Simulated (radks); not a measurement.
All-electron atom: neutral copper in [Ar] 3d8 4s2 4p1 (not the ground configuration).

All-electron calculation, non-relativistic Kohn-Sham, r2SCAN, spin-polarised, spherical densities, point nucleus; open shells are filled with parallel spins first; meta-GGA in the generalised Kohn-Sham scheme. Program: a radial shooting solver on a logarithmic mesh with Libxc functionals.

Energy parts (eV):
total: -44627.327
kinetic: 44595.579
electron-nucleus: -106464.815
Hartree: 19053.705
exchange-correlation: -1811.796

Orbitals (lengths in bohr, moments of r in powers of bohr; <r^-3> diverges for s and p1/2; r(90%) holds 90 % of the orbital's charge):
| orbital | occ. | eigenvalue (eV) | r(90%) | <r^-3> |
|---|---|---|---|---|
| 1s up | 1 | -8787.881 | 0.0942 | - |
| 1s down | 1 | -8787.854 | 0.0942 | - |
| 2s up | 1 | -1066.747 | 0.369 | - |
| 2s down | 1 | -1065.023 | 0.368 | - |
| 2p up | 3 | -935.1262 | 0.339 | 673.2 |
| 2p down | 3 | -933.8272 | 0.339 | 674.5 |
| 3s up | 1 | -130.6516 | 1.07 | - |
| 3s down | 1 | -127.4899 | 1.07 | - |
| 3p up | 3 | -88.9716 | 1.14 | 87.37 |
| 3p down | 3 | -85.8096 | 1.14 | 86.26 |
| 3d up | 5 | -19.3796 | 1.49 | 8.978 |
| 3d down | 3 | -16.3360 | 1.53 | 8.729 |
| 4s up | 1 | -8.9503 | 3.86 | - |
| 4s down | 1 | -7.7215 | 3.85 | - |
| 4p up | 1 | -3.0480 | 5.28 | 3.400 |
| 4p down | 0 | -1.6961 | 4.93 | 3.658 |

The highest occupied level is 4p up at -3.048 eV. The density falls to 0.001 e/bohr^3 at r = 4.53 bohr. Virial ratio -V/T = 2.00071. Summed over all electrons, <r^2> = 41.94 bohr^2, which gives a Langevin (diamagnetic) susceptibility term of -33.2 x 10^-6 cm^3/mol.
